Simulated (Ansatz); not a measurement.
Born–Oppenheimer molecular dynamics of CH3ClF2Ti (8 atoms, charge 0, multiplicity 1). It starts at the highest image of a converged band, a first-order saddle point between two minima.

Level of theory: RKS BLYP-D4/def2-SVP (Ansatz).

```json
{
 "ensemble": "NVE (velocity Verlet)",
 "time step": "0.5 fs",
 "steps asked": "200",
 "starting velocities drawn for": "300 K",
 "seed": "2864"
}
```

First frame:

```xyz
8
Properties=species:S:1:pos:R:3
Ti 0.093 0.550 0.785
Cl 2.208 0.320 1.380
C -0.209 -0.603 -0.907
H 0.741 -1.106 -1.179
F -0.293 2.199 0.336
F -1.009 -0.062 2.003
H -0.540 0.060 -1.733
H -0.991 -1.359 -0.686
```

**Question.** How far do the bonds stretch over the last three quarters of this one trajectory? (Pairs bonded in most of those frames.)

**Answer.** 
| bond | mean (Å) | spread (Å) | shortest | longest |
| --- | --- | --- | --- | --- |
| Ti1–Cl2 | 2.214 | 0.025 | 2.17 | 2.25 |
| Ti1–C3 | 2.073 | 0.048 | 2.00 | 2.14 |
| Ti1–F5 | 1.750 | 0.012 | 1.73 | 1.77 |
| Ti1–F6 | 1.749 | 0.013 | 1.73 | 1.77 |
| C3–H4 | 1.113 | 0.026 | 1.07 | 1.16 |
| C3–H7 | 1.115 | 0.030 | 1.07 | 1.16 |
| C3–H8 | 1.115 | 0.034 | 1.06 | 1.16 |

Mean temperature of the second half: 198 K. The conserved energy stayed within 0.23 meV per atom of its start (net change 0.19 meV per atom), so the integration is sound. A run of 0.1 ps of so small a system gives no equilibrium averages. The orbitals stay closed-shell, which can raise the energy where a bond breaks towards radicals; this wasn't checked here.

Run time: 5.4 min on 2 threads of Intel(R) Xeon(R) Platinum 8488C (Sapphire Rapids), with other jobs on the host, peak memory 0.19 GiB.
